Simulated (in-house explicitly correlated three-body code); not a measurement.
Computed with an exponentially correlated three-body code. Model: two electrons around a point charge, non-relativistic, variational in 260 exponentially correlated functions (energies converged to about 1e-7 hartree, or 1e-8 relative for large Z).

For two electrons in a singlet the Kohn-Sham orbital is the square root of half the density, so the exact Kohn-Sham potential and energy parts follow from the density alone, and exchange is minus half the Hartree energy. The Kohn-Sham level equals minus the binding energy of the second electron.

Command:
```bash
python run_hyl.py task.json out
```
Settings (lengths in bohr, energies in hartree):
```
Z                      0.955
interaction_strength   1
functions              260
states_tried           1
```

Run time, properties included: 8 s on 1 thread of Intel(R) Xeon(R) Platinum 8488C (Sapphire Rapids), on a shared host.

**Ground state only, binding against the one-electron ion.**

Given: nuclear charge 0.955.

Computed: one-electron threshold -0.4560125 hartree.

```tsv
term	energy (hartree)	binding (eV)
1 1S	-0.468438987	0.33814
```

**Converged states only, values per electron or pair.**

| term | mean r (bohr) | mean r squared (bohr²) | mean inverse r (1/bohr) | mean r12 (bohr) | mean inverse r12 (1/bohr) | mean cosine | mean p1 dot p2 (bohr⁻²) | delta r1 (bohr⁻³) | delta r12 (bohr⁻³) |
| --- | --- | --- | --- | --- | --- | --- | --- | --- | --- |
| 1 1S | 3.1055 | 16.784 | 0.63427 | 5.1234 | 0.27457 | -0.1029 | 0.026562 | 0.14001 | 0.0018781 |

**Functionals on the exact density and self-consistent, errors are functional minus exact, hybrids only self-consistent, a dash where a self-consistent run leaves the top level unbound.**

| result | exchange error (millihartree) | correlation error (millihartree) | functional driven error (millihartree) |
| --- | --- | --- | --- |
| PW91 | -15.291 | 13.624 | -1.6664 |
| BP86 | -17.492 | 6.924 | -10.568 |
| LDA VWN5 | 37.137 | -24.407 | 12.73 |
| AM05 | 24.553 | -15.049 | 9.5042 |
| PBE | -14.274 | 15.038 | 0.7648 |
| OLYP | -17.067 | 15.636 | -1.4312 |
| LDA PW92 | 37.137 | -24.429 | 12.708 |
| PBEsol | ? | ? | ? |
| TPSS | -14.544 | 13.239 | -1.3045 |
| M06-L | -11.296 | 14.862 | 3.5657 |
| r2SCAN | ? | ? | ? |
| revTPSS | -13.144 | 9.4018 | -3.7419 |

(1) What belongs in the row PBEsol?

(2) What belongs in the row r2SCAN?

**Density and exact potentials over r, pair density (one pair, times 4 pi r12^2) and exact minus Kohn-Sham pair density over r12.**

```json
{"radius (bohr)": "0.246", "radial density (electrons/bohr)": "0.13373", "exchange potential (hartree)": "-0.62014", "intracule density (1/bohr)": "0.0017496", "Coulomb hole against Kohn-Sham (1/bohr)": "-0.00623", "correlation potential (hartree)": "-0.071"}
{"radius (bohr)": "0.3", "radial density (electrons/bohr)": "0.17983", "exchange potential (hartree)": "-0.61425", "intracule density (1/bohr)": "0.0026921", "Coulomb hole against Kohn-Sham (1/bohr)": "-0.009016", "correlation potential (hartree)": "-0.066"}
{"radius (bohr)": "0.365", "radial density (electrons/bohr)": "0.23596", "exchange potential (hartree)": "-0.60629", "intracule density (1/bohr)": "0.0041331", "Coulomb hole against Kohn-Sham (1/bohr)": "-0.01286", "correlation potential (hartree)": "-0.059"}
{"radius (bohr)": "0.445", "radial density (electrons/bohr)": "0.30271", "exchange potential (hartree)": "-0.59546", "intracule density (1/bohr)": "0.0063855", "Coulomb hole against Kohn-Sham (1/bohr)": "-0.01817", "correlation potential (hartree)": "-0.051"}
{"radius (bohr)": "0.542", "radial density (electrons/bohr)": "0.37628", "exchange potential (hartree)": "-0.58124", "intracule density (1/bohr)": "0.0098434", "Coulomb hole against Kohn-Sham (1/bohr)": "-0.02516", "correlation potential (hartree)": "-0.04"}
{"radius (bohr)": "0.66", "radial density (electrons/bohr)": "0.45119", "exchange potential (hartree)": "-0.56292", "intracule density (1/bohr)": "0.015122", "Coulomb hole against Kohn-Sham (1/bohr)": "-0.03394", "correlation potential (hartree)": "-0.026"}
{"radius (bohr)": "0.803", "radial density (electrons/bohr)": "0.51852", "exchange potential (hartree)": "-0.54003", "intracule density (1/bohr)": "0.023025", "Coulomb hole against Kohn-Sham (1/bohr)": "-0.04415", "correlation potential (hartree)": "-0.011"}
{"radius (bohr)": "0.978", "radial density (electrons/bohr)": "0.56804", "exchange potential (hartree)": "-0.51201", "intracule density (1/bohr)": "0.034695", "Coulomb hole against Kohn-Sham (1/bohr)": "-0.05482", "correlation potential (hartree)": "0.007"}
{"radius (bohr)": "1.19", "radial density (electrons/bohr)": "0.58873", "exchange potential (hartree)": "-0.47919", "intracule density (1/bohr)": "0.051142", "Coulomb hole against Kohn-Sham (1/bohr)": "-0.06366", "correlation potential (hartree)": "0.026"}
{"radius (bohr)": "1.45", "radial density (electrons/bohr)": "0.57401", "exchange potential (hartree)": "-0.44169", "intracule density (1/bohr)": "0.073389", "Coulomb hole against Kohn-Sham (1/bohr)": "-0.06741", "correlation potential (hartree)": "0.044"}
{"radius (bohr)": "1.77", "radial density (electrons/bohr)": "0.52362", "exchange potential (hartree)": "-0.40043", "intracule density (1/bohr)": "0.10131", "Coulomb hole against Kohn-Sham (1/bohr)": "-0.06213", "correlation potential (hartree)": "0.058"}
{"radius (bohr)": "2.15", "radial density (electrons/bohr)": "0.4489", "exchange potential (hartree)": "-0.35833", "intracule density (1/bohr)": "0.1314", "Coulomb hole against Kohn-Sham (1/bohr)": "-0.04592", "correlation potential (hartree)": "0.064"}
{"radius (bohr)": "2.62", "radial density (electrons/bohr)": "0.36138", "exchange potential (hartree)": "-0.31529", "intracule density (1/bohr)": "0.15938", "Coulomb hole against Kohn-Sham (1/bohr)": "-0.01994", "correlation potential (hartree)": "0.061"}
{"radius (bohr)": "3.19", "radial density (electrons/bohr)": "0.27657", "exchange potential (hartree)": "-0.27377", "intracule density (1/bohr)": "0.17664", "Coulomb hole against Kohn-Sham (1/bohr)": "0.00843", "correlation potential (hartree)": "0.049"}
{"radius (bohr)": "3.88", "radial density (electrons/bohr)": "0.2031", "exchange potential (hartree)": "-0.235", "intracule density (1/bohr)": "0.17569", "Coulomb hole against Kohn-Sham (1/bohr)": "0.02921", "correlation potential (hartree)": "0.033"}
{"radius (bohr)": "4.73", "radial density (electrons/bohr)": "?", "exchange potential (hartree)": "?", "intracule density (1/bohr)": "?", "Coulomb hole against Kohn-Sham (1/bohr)": "?", "correlation potential (hartree)": "?"}
{"radius (bohr)": "5.75", "radial density (electrons/bohr)": "0.095586", "exchange potential (hartree)": "-0.16772", "intracule density (1/bohr)": "0.11695", "Coulomb hole against Kohn-Sham (1/bohr)": "0.02819", "correlation potential (hartree)": "0.008"}
{"radius (bohr)": "7.01", "radial density (electrons/bohr)": "0.059536", "exchange potential (hartree)": "-0.13979", "intracule density (1/bohr)": "0.076173", "Coulomb hole against Kohn-Sham (1/bohr)": "0.01513", "correlation potential (hartree)": "0.003"}
{"radius (bohr)": "8.53", "radial density (electrons/bohr)": "?", "exchange potential (hartree)": "?", "intracule density (1/bohr)": "?", "Coulomb hole against Kohn-Sham (1/bohr)": "?", "correlation potential (hartree)": "?"}
{"radius (bohr)": "10.4", "radial density (electrons/bohr)": "0.01744", "exchange potential (hartree)": "-0.095703", "intracule density (1/bohr)": "0.02104", "Coulomb hole against Kohn-Sham (1/bohr)": "-0.0001245", "correlation potential (hartree)": "0"}
{"radius (bohr)": "12.7", "radial density (electrons/bohr)": "0.0077433", "exchange potential (hartree)": "-0.078595", "intracule density (1/bohr)": "0.0089522", "Coulomb hole against Kohn-Sham (1/bohr)": "-0.001153", "correlation potential (hartree)": "0"}
{"radius (bohr)": "15.4", "radial density (electrons/bohr)": "0.0030283", "exchange potential (hartree)": "-0.064894", "intracule density (1/bohr)": "0.0034045", "Coulomb hole against Kohn-Sham (1/bohr)": "-0.0008015", "correlation potential (hartree)": "0"}
{"radius (bohr)": "18.8", "radial density (electrons/bohr)": "0.0009438", "exchange potential (hartree)": "-0.053182", "intracule density (1/bohr)": "0.0010426", "Coulomb hole against Kohn-Sham (1/bohr)": "-0.0003444", "correlation potential (hartree)": "0"}
{"radius (bohr)": "22.8", "radial density (electrons/bohr)": "0.00024352", "exchange potential (hartree)": "-0.043858", "intracule density (1/bohr)": "0.00026608", "Coulomb hole against Kohn-Sham (1/bohr)": "-0.0001092", "correlation potential (hartree)": "0"}
```

(3) What belongs in the row 4.73?

(4) What belongs in the row 8.53?

Answers

(1) exchange error (millihartree): 4.1508; correlation error (millihartree): 7.7877; functional driven error (millihartree): 11.938.

(2) exchange error (millihartree): -13.65; correlation error (millihartree): 15.049; functional driven error (millihartree): 1.3989.

(3) radial density (electrons/bohr): 0.14252; exchange potential (hartree): -0.1992; intracule density (1/bohr): 0.15371; Coulomb hole against Kohn-Sham (1/bohr): 0.03551; correlation potential (hartree): 0.017.

(4) radial density (electrons/bohr): 0.03413; exchange potential (hartree): -0.11602; intracule density (1/bohr): 0.042999; Coulomb hole against Kohn-Sham (1/bohr): 0.004783; correlation potential (hartree): 0.001.
